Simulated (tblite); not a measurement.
C8H18BN.
Geometry (GFN2-xTB, Å), atoms numbered from 1 in this order:
```xyz
28
C8H18BN angstrom
C     -0.2915   -0.8556    1.1528
N     -0.4309   -0.1787   -0.1332
C      0.8431   -0.2237   -0.8645
C      1.9739    0.4753   -0.1490
C      3.3730    0.2814   -0.6528
C      2.9653   -0.3012    0.6655
B     -1.0268    1.3526    0.0908
C     -2.6371    1.0499    0.1303
C     -2.8219   -0.4098   -0.3177
C     -1.4870   -0.8208   -0.9281
H      0.4881   -0.3721    1.7343
H     -1.2239   -0.7790    1.7029
H     -0.0367   -1.9107    1.0117
H      1.1163   -1.2712   -1.0535
H      0.6827    0.2716   -1.8263
H      1.7019    1.4630    0.1963
H      4.0398    1.1290   -0.6590
H      3.5260   -0.3949   -1.4807
H      3.3544    0.1445    1.5681
H      2.8528   -1.3737    0.7284
H     -0.6923    1.9800   -0.8684
H     -0.5685    1.7800    1.1036
H     -3.1811    1.7115   -0.5436
H     -3.0833    1.1931    1.1150
H     -3.0702   -1.0576    0.5259
H     -3.6191   -0.5253   -1.0535
H     -1.3432   -1.9075   -0.9660
H     -1.4244   -0.4228   -1.9422
```

Computed values, GFN2-xTB/tblite, gas phase, harmonic and unscaled. Errors from tens to a few hundred cm⁻¹ against measured bands are possible. Modes of hydrogen on boron can be 10 to 20 % off. One conformer, not necessarily the lowest.

Harmonic wavenumbers (cm⁻¹): 53.6, 77.9, 95.7, 149.0, 194.0, 264.2, 287.4, 310.0, 350.9, 362.9, 431.1, 439.1, 550.7, 590.7, 641.9, 710.4, 800.3, 823.3, 846.1, 869.2, 888.4, 905.0, 919.7, 947.3, 966.3, 996.0, 1002.7, 1026.6, 1044.5, 1047.8, 1074.3, 1081.1, 1082.7, 1099.8, 1107.6, 1120.5, 1147.7, 1157.9, 1164.6, 1188.1, 1208.2, 1226.3, 1234.9, 1241.0, 1257.6, 1274.0, 1292.7, 1313.8, 1320.9, 1358.3, 1397.7, 1410.8, 1441.1, 1459.3, 1471.0, 1475.6, 1486.6, 1495.3, 1514.0, 1535.4, 2423.0, 2455.9, 2889.3, 2909.2, 2947.3, 2953.5, 2959.7, 2981.6, 2985.9, 2990.8, 3009.2, 3058.6, 3069.9, 3080.8, 3084.0, 3089.5, 3097.7, 3114.0.

A = 3167, B = 729.0, C = 715.3 MHz; mass 139.153 u (most abundant isotopes); point group C1, symmetry number 1.

Task: What is the zero-point energy?

Result: ½Σν̃ = 55166 cm⁻¹ = 659.93 kJ/mol.

Task: Give the ideal-gas entropy at 200 K and 1 bar in the rigid-rotor, harmonic-oscillator model (classical rotation).

Result: Translation 162.11, rotation 119.10, vibration 78.12: S = 359.3 J/(mol K).

Task: And Cp and H(200 K) − H(0)?

Result: Cp = 125.00 J/(mol K), of which vibrations give 91.74 (their classical limit is 78 R = 648.5); H(200 K) − H(0) = 15.42 kJ/mol without the zero-point energy, 8.77 from vibrations.

Task: What must be added to the electronic energy to get the Gibbs energy at 200 K and 1 bar?

Result: ZPE + [H(200 K) − H(0)] − T·S = 659.93 + 15.42 − 71.87 = 603.48 kJ/mol.

Task: How do the functions run with temperature in this model?

Result: 
| T (K) | S (J/(mol K)) | Cp (J/(mol K)) | H − H(0) (kJ/mol) | G − H(0) (kJ/mol) | ln q(vib) |
| --- | --- | --- | --- | --- | --- |
| 50 | 246.7 | 53.9 | 2.06 | -10.27 | 0.44 |
| 100 | 291.4 | 77.5 | 5.35 | -23.79 | 1.56 |
| 298.15 | 419.9 | 184.7 | 30.51 | -94.69 | 6.78 |
| 373.15 | 466.8 | 234.7 | 46.24 | -127.93 | 8.92 |
| 500 | 546.5 | 311.6 | 81.04 | -192.21 | 12.75 |
| 750 | 695.1 | 420.7 | 173.61 | -347.75 | 20.66 |
| 1000 | 826.6 | 491.8 | 288.27 | -538.33 | 28.49 |

q(vib) and H(0) count from the zero-point level.

Task: Blend soft modes into free rotors: weight 1/[1 + (100 cm⁻¹/ν̃)⁴] for the oscillator and the rest for a rotor with moment μB/(μ + B), μ = h/(8π²ν), B = 10⁻⁴⁴ kg m². What vibrational entropy results?

Result: 73.29 J/(mol K) in place of 78.12, which changes −T·S at 200 K by +0.97 kJ/mol.

Task: Which modes carry the vibrational entropy at 200 K?

Result: 53.6 cm⁻¹: 16.29; 77.9 cm⁻¹: 13.24; 95.7 cm⁻¹: 11.58; 149.0 cm⁻¹: 8.12; 194.0 cm⁻¹: 6.19; 264.2 cm⁻¹: 4.12 J/(mol K); the other 72 give 18.58 together.

Hindered rotation and anharmonicity are outside this model. Other conformers, if any are populated, would add a mixing term that is left out. The structure is chiral; the term R ln 2 for an equal mix with its mirror image is left out.
